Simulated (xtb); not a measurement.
F4Se, singlet, from a rough starting geometry; GFN2-xTB (xtb).

xtb was given this input:
```
$ xtb mol.xyz --gfn 2 --opt vtight --json

# file mol.xyz
5

Se    -0.03170258     0.02288682     0.58853957
F      0.99194618     1.33615206    -0.16913136
F      1.39217527    -0.96658534    -0.13962327
F     -0.99192647    -1.31656933    -0.15540141
F     -1.29226217     0.95218985    -0.15041594
```

It wrote (shortened):

```
   ID    Z sym.   atoms
    1   34 Se     1
    2    9 F      2-5

           -------------------------------------------------
          |                Calculation Setup                |
           -------------------------------------------------

           -------------------------------------------------
          |                 G F N 2 - x T B                 |
           -------------------------------------------------

          ...................................................
          :                      SETUP                      :
          :.................................................:
          :  # basis functions                  26          :
          :  # atomic orbitals                  25          :
          :  # shells                           11          :
          :  # electrons                        34          :
          :  max. iterations                   250          :
          :  Hamiltonian                  GFN2-xTB          :
          :  restarted?                      false          :
          :  GBSA solvation                  false          :
          :  PC potential                    false          :
          :  electronic temp.          300.0000000     K    :
          :  accuracy                    1.0000000          :
          :  -> integral cutoff          0.2500000E+02      :
          :  -> integral neglect         0.1000000E-07      :
          :  -> SCF convergence          0.1000000E-05 Eh   :
          :  -> wf. convergence          0.1000000E-03 e    :
          :  Broyden damping             0.4000000          :
          :  net charge                          0          :
          :  unpaired electrons                  0          :
          ...................................................

 iter      E             dE          RMSdq      gap      omega  full diag
   1    -21.9487299 -0.219487E+02  0.105E+01    7.14       0.0  T
   2    -22.1048914 -0.156162E+00  0.353E+00    5.87       1.0  T
   3    -22.1082505 -0.335904E-02  0.181E+00    5.60       1.0  T
   4    -22.1080649  0.185642E-03  0.648E-01    5.81       1.0  T
   5    -22.1085709 -0.506021E-03  0.331E-01    5.64       1.0  T
   6    -22.1085402  0.307137E-04  0.297E-01    5.76       1.0  T
   7    -22.1087360 -0.195888E-03  0.220E-02    5.70       2.0  T
   8    -22.1087357  0.345350E-06  0.192E-02    5.70       2.3  T
   9    -22.1087364 -0.692722E-06  0.219E-03    5.70      20.4  T
[...]
 * total energy  :   -22.1041856 Eh     change       -0.1327649E-10 Eh
 * total energy  :   -22.1061326 Eh     change       -0.1947033E-02 Eh
 * total energy  :   -22.1074552 Eh     change       -0.1322540E-02 Eh
 * total energy  :   -22.1076567 Eh     change       -0.2015168E-03 Eh
 * total energy  :   -22.1076951 Eh     change       -0.3840714E-04 Eh
 * total energy  :   -22.1077141 Eh     change       -0.1896499E-04 Eh
 * total energy  :   -22.1077197 Eh     change       -0.5641545E-05 Eh
 * total energy  :   -22.1077212 Eh     change       -0.1538971E-05 Eh
 * total energy  :   -22.1077214 Eh     change       -0.1954684E-06 Eh
 * total energy  :   -22.1077217 Eh     change       -0.2315701E-06 Eh
 * total energy  :   -22.1077218 Eh     change       -0.1784390E-06 Eh
 * total energy  :   -22.1077219 Eh     change       -0.5443405E-07 Eh
   *** GEOMETRY OPTIMIZATION CONVERGED AFTER 12 ITERATIONS ***
         :: total energy             -22.107721902027 Eh    ::
[...]
        24                          0.4882213              13.2852
        25                          1.0468048              28.4850
      -------------------------------------------------------------
                  HL-Gap            0.2457861 Eh            6.6882 eV
             Fermi-level           -0.4079047 Eh          -11.0997 eV

     #   Z          covCN         q      C6AA      α(0)
     1  34 Se       3.119     0.800   210.766    25.297
     2   9 F        0.780    -0.200    11.238     3.960
     3   9 F        0.780    -0.200    11.235     3.959
     4   9 F        0.780    -0.200    11.238     3.960
     5   9 F        0.780    -0.200    11.235     3.959

 Mol. C6AA /au·bohr⁶  :        754.250966
 Mol. C8AA /au·bohr⁸  :      30763.298698
 Mol. α(0) /au        :         41.134914

Wiberg/Mayer (AO) data.
largest (>0.10) Wiberg bond orders for each atom

 ---------------------------------------------------------------------------
     #   Z sym  total        # sym  WBO       # sym  WBO       # sym  WBO
 ---------------------------------------------------------------------------
     1  34 Se   4.261 --     3 F    1.065     5 F    1.065     4 F    1.065
                             2 F    1.065
     2   9 F    1.245 --     1 Se   1.065
     3   9 F    1.245 --     1 Se   1.065
     4   9 F    1.245 --     1 Se   1.065
     5   9 F    1.245 --     1 Se   1.065
 ---------------------------------------------------------------------------

Topologies differ in total number of bonds
Writing topology from bond orders to xtbtopo.mol

molecular dipole:
                 x           y           z       tot (Debye)
 q only:       -0.006       0.007       1.057
   full:       -0.006       0.007       0.976       2.481
molecular quadrupole (traceless):
                xx          xy          yy          xz          yz          zz
 q only:       -2.321      -0.008      -2.325       0.001       0.066       4.645
  q+dip:       -2.904      -0.009      -2.909      -0.012       0.077       5.813
   full:       -2.904      -0.010      -2.909      -0.012       0.077       5.813

optimized geometry written to: xtbopt.xyz

           -------------------------------------------------
          | TOTAL ENERGY              -22.107721902027 Eh   |
          | GRADIENT NORM               0.000019369425 Eh/α |
          | HOMO-LUMO GAP               6.688179966532 eV   |
           -------------------------------------------------

normal termination of xtb
```
